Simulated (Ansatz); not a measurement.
Consider the formal exchange of groups at a C–C bond: `[AlH2][CH2]CI` + BH₃ → `B[CH2][AlH2]` + `CI`.

Calculated with Ansatz (gas phase, PBE0-D4/def2-TZVP geometries, no zero-point term in ΔE). CCSD(T)/CBS is the MP2 limit (def2-TZVPP, def2-QZVPP) plus CCSD(T) − MP2 in def2-TZVPP, frozen cores. This one scheme is used for every species. DFT in def2-TZVPP. B3LYP here is the variant with VWN-RPA as its local correlation; programs differ in this. Elements past krypton have def2 core potentials. For I outer-core shells are correlated without core-valence functions, which leaves a few kJ/mol of doubt a bond. One conformer a species, not always the lowest.

(1) Is it downhill or uphill in electronic energy at CCSD(T)/CBS, and by how much? (Best estimate.)

(2) What do these levels give: r2SCAN-D4, ωB97M-V, B2PLYP, PBE0, B3LYP, HF/def2-TZVPP, MP2/def2-TZVPP, SCS-MP2/def2-TZVPP, CCSD/def2-TZVPP, CCSD(T)/def2-TZVPP, HF/def2-QZVPP, HF/CBS(def2)? (Best estimate.)

Largest T1 diagnostic among the species: 0.012.

Results:

(1) Computed: Downhill: ΔE = -92.2 kJ/mol.

(2) The calculation gave: r2SCAN-D4 -100.9, ωB97M-V -97.8, B2PLYP -94.9, PBE0 -101.8, B3LYP -98.1, HF/def2-TZVPP -84.8, MP2/def2-TZVPP -90.5, SCS-MP2/def2-TZVPP -87.6, CCSD/def2-TZVPP -91.7, CCSD(T)/def2-TZVPP -92.3, HF/def2-QZVPP -85.1, HF/CBS(def2) -85.1 kJ/mol.

In def2-TZVPP, CCSD(T) changes the Hartree–Fock value by −7.5 kJ/mol (the triples alone add −0.6 kJ/mol) and MP2 by −5.7 kJ/mol. The D4 term adds +5.1 kJ/mol with B3LYP and +3.0 kJ/mol with PBE0; it sums over pairs of atoms, weighted by their polarisabilities, and B3LYP, whose exchange is more repulsive, gets the larger term.
